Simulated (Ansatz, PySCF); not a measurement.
Reaction (SMILES): C[Si](C)(C)N -> C[Si](C)C + [NH2] (NH2) (the N-Si bond at the site shown breaks; other sites are not compared here)
Geometries: B3LYP-D3(BJ)/def2-TZVP minima from Ansatz (a quantum-chemistry and plane-wave program), one conformer each, not searched for the lowest. Frequencies are from Ansatz or PySCF.

Property: bond dissociation energy (enthalpy at 298 K, with B3LYP-D3(BJ) rigid-rotor harmonic-oscillator terms), in kcal/mol. Cores are frozen in the correlated levels unless marked. UHF or UKS for open shells. Spin-orbit coupling is left out. Non-relativistic. CBS marks a two-point X^-3 extrapolation of the correlation energy; Hartree-Fock from the larger set.

```
level                           program  bond dissociation energy (kcal/mol)
-----------------------  --------------  -----------------------------------
HF/aug-cc-pV(T+d)Z               Ansatz                                 78.3
B3LYP-D3(BJ)/def2-TZVPD  Ansatz + dftd3                                103.3
```

Estimate the value at CCSD(T)/CBS(cc-pV(T+d)Z,cc-pV(Q+d)Z) as computed with Ansatz.

109.8 kcal/mol, so B3LYP-D3(BJ)/def2-TZVPD differs from it by -6.5 kcal/mol.
